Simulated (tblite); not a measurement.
Compound: C5H5ClF (doublet state).
SMILES: `C[C@H]1[C](Cl)C=C1F`

Calculated harmonic vibrations of the isolated species, GFN2-xTB (tblite), most abundant isotopes, no scaling. Against measured fundamentals such values can be off by several per cent, at times by over 20. Open shells enter through the occupations alone, without spin polarisation, and single modes of such species can be off by tens of per cent.

Harmonic wavenumbers (cm⁻¹): 96.5, 135.5, 180.3, 194.1, 236.0, 299.3, 445.0, 468.8, 554.5, 708.9, 824.6, 866.9, 998.2, 1041.5, 1067.7, 1074.5, 1130.1, 1154.4, 1226.1, 1307.5, 1356.9, 1401.1, 1483.3, 1488.7, 1584.1, 2953.5, 3039.0, 3041.8, 3047.0, 3157.4.

A = 4386, B = 1368, C = 1089 MHz; mass 119.006 u (most abundant isotopes); point group C1, symmetry number 1; spin multiplicity 2.

Question: Zero-point energy?

Answer: Half the sum of the wavenumbers: 18282 cm⁻¹ = 52.27 kcal/mol.

Question: Entropy at 500 K, 1 bar (ideal gas, RRHO, classical rotation)?

Answer: Translation 42.83, rotation 29.83, vibration 30.24, spin (R ln 2) 1.38: S = 104.3 cal/(mol K).

Question: And Cp and H(500 K) − H(0)?

Answer: Cp = 38.46 cal/(mol K), of which vibrations give 30.51 (their classical limit is 30 R = 59.6); H(500 K) − H(0) = 12.00 kcal/mol without the zero-point energy, 8.02 from vibrations.

Question: Which modes carry the vibrational entropy at 500 K?

Answer: 96.5 cm⁻¹: 4.54; 135.5 cm⁻¹: 3.87; 180.3 cm⁻¹: 3.31; 194.1 cm⁻¹: 3.17; 236.0 cm⁻¹: 2.79; 299.3 cm⁻¹: 2.34 cal/(mol K); the other 24 give 10.21 together.

Question: Blend soft modes into free rotors: weight 1/[1 + (100 cm⁻¹/ν̃)⁴] for the oscillator and the rest for a rotor with moment μB/(μ + B), μ = h/(8π²ν), B = 10⁻⁴⁴ kg m². What vibrational entropy results?

Answer: 29.37 cal/(mol K) in place of 30.24, which changes −T·S at 500 K by +0.44 kcal/mol.

Question: How do the functions run with temperature in this model?

Answer: 
| T (K) | S (cal/(mol K)) | Cp (cal/(mol K)) | H − H(0) (kcal/mol) | G − H(0) (kcal/mol) | ln q(vib) |
| --- | --- | --- | --- | --- | --- |
| 100 | 65.2 | 15.0 | 1.07 | -5.46 | 0.63 |
| 200 | 77.7 | 21.4 | 2.90 | -12.64 | 2.20 |
| 300 | 87.5 | 27.5 | 5.35 | -20.91 | 3.86 |
| 800 | 124.8 | 48.8 | 25.24 | -74.63 | 11.81 |
| 1000 | 136.2 | 53.1 | 35.45 | -100.76 | 14.67 |

q(vib) and H(0) count from the zero-point level.

Question: What must be added to the electronic energy to get the Gibbs energy at 500 K and 1 bar?

Answer: ZPE + [H(500 K) − H(0)] − T·S = 52.27 + 12.00 − 52.14 = 12.13 kcal/mol.

Hindered rotation and anharmonicity are outside this model. The structure is chiral; the term R ln 2 for an equal mix with its mirror image is left out.
